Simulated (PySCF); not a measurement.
[AsO2]-: from structure and modes to constants

These are results of PySCF, PBE0, basis As def2-TZVPD, O def2-TZVPD (no relativity, density fitting), not measurements.

The singlet minimum has C2v symmetry. Masses (u): As 74.92160, O 15.99492.

```xyz
3
charge -1 multiplicity 1, angstrom
As    0.0000    0.0000   -0.2704
O     1.3894    0.0000    0.6321
O    -1.3894    0.0000    0.6321
```

Harmonic wavenumbers (cm⁻¹): 351.8 (a1, ×1), 908.1 (a1, ×1), 919.7 (b2, ×1).

Q: Find the principal moments of inertia and the rotational constants. What kind of rotor is it?

A: About the centre of mass I = 18.26, 61.753, 80.013 u Å². With B = 16.8576/I this gives 0.9232, 0.273, 0.2107 cm⁻¹. The molecule is an asymmetric top with κ = -0.83.

Q: What is the harmonic zero-point energy?

A: Half the sum of all 3 wavenumbers, 2180/2 = 1090 cm⁻¹, which is 13.0 kJ/mol (1 cm⁻¹ = 0.0119627 kJ/mol).

Q: Give the standard entropy (298.15 K, 1 bar) by its translational, rotational, vibrational and spin parts, and Cp.

A: Sackur–Tetrode with M = 106.91 u gives 167.1; rotation with symmetry number 2 gives 90.2; vibration 6.0; spin R ln 1 = 0.0. The total is 263.3 J/(mol K), and Cp = 4 R + 10.6 = 43.9 J/(mol K).

This need not be the most stable arrangement of these atoms. The lowest empty level of this anion is unbound, so it and the gap depend on the basis.
